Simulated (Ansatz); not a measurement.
SiH2Me(vinyl) (C3H8Si). Charge 0, multiplicity 1. Geometry r2SCAN-D4/def2-SVP, basis def2-TZVP, Ansatz.

```xyz
12

C    -0.065    1.807   -0.737
C    -0.558   -0.961    0.573
C     0.088   -1.665    1.516
Si    0.292   -0.039   -0.818
H     1.764   -0.293   -0.714
H    -0.186   -0.566   -2.136
H     0.416    2.340   -1.573
H     0.311    2.237    0.204
H    -1.148    2.001   -0.792
H    -1.656   -0.922    0.631
H     1.182   -1.753    1.522
H    -0.441   -2.187    2.324
```

```csv
run,HOMO (eV),LUMO (eV)
A,-7.95,-0.31
B,-6.69,-1.44
C,-6.90,-1.22
D,-8.75,0.66
E,-7.80,-0.43
F,-9.12,0.71
```

Problem. The runs used BHLYP, CAM-B3LYP, PBE, PBE0, r2SCAN, r2SCAN0. Estimate which is which.

Solution. A r2SCAN0 (25 % exact exchange); B PBE (0 % exact exchange); C r2SCAN (0 % exact exchange); D BHLYP (50 % exact exchange); E PBE0 (25 % exact exchange); F CAM-B3LYP (range-separated). Exact exchange lowers occupied and raises empty levels; among semilocal functionals meta-GGAs tend to open the gap a little, and such runs are hard to tell apart. The gap grows from 5.25 eV (PBE) to 9.83 eV (CAM-B3LYP).
